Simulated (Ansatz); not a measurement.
Stepwise reaction of `[CH3][GeH]([CH3])[SH]` with hydrogen, as a gas-phase model of exchange steps in deposition or etching. ΔE in kJ/mol; ΔG adds harmonic PBE0-D4 terms to CCSD(T)/CBS, at 1 bar.

Computed with Ansatz on PBE0-D4/def2-TZVP structures; ΔE is electronic, products minus reactants. CCSD(T)/CBS adds triple-zeta CCSD(T) − MP2 to the extrapolated MP2 energy (def2 sets, frozen cores). This one scheme is used for every species. Functionals use def2-TZVPP. B3LYP here is the variant with VWN-RPA as its local correlation; programs differ in this. For Ge outer-core shells are correlated without core-valence functions, which leaves a few kJ/mol of doubt a bond. Scalar relativity is left out up to krypton. Each species was taken in one conformer, which may not be the lowest.

```tsv
step	reaction	PBE-D4	B3LYP-D4	ωB97M-V	CCSD(T)/CBS	ΔG(400 K)
1	`[CH3][GeH]([CH3])[SH]` + H₂ → `[CH3][GeH2][SH]` + CH₄	-31.1	-35.1	-32.8	-29.5	-24.3
```

Q: Give the row of step 2, `[CH3][GeH2][SH]` + H₂ → `[SH][GeH3]` + CH₄. (Best estimate.)

A: Ansatz gave: 
```
step                                     reaction  PBE-D4  B3LYP-D4  ωB97M-V  CCSD(T)/CBS  ΔG(400 K)
   2  `[CH3][GeH2][SH]` + H₂ → `[SH][GeH3]` + CH₄   -32.6     -36.7    -34.6        -30.5      -24.9
```

Q: By hand: ΔE of the 2 steps together at CCSD(T)/CBS.

A: (-29.5) + (-30.5) = -60.0 kJ/mol, or -30.0 kJ/mol a step.

In ΔE the steps differ by no more than 1.0 kJ/mol. All are downhill at CCSD(T)/CBS. ΔG lies between -24.9 and -24.3 kJ/mol a step. PBE-D4 differs from CCSD(T)/CBS by -2.1 to -1.6 kJ/mol a step. Only this route is followed, and other bonds may react first. Isolated molecules leave out the surface, adducts and barriers. Largest T1 diagnostic: 0.011.
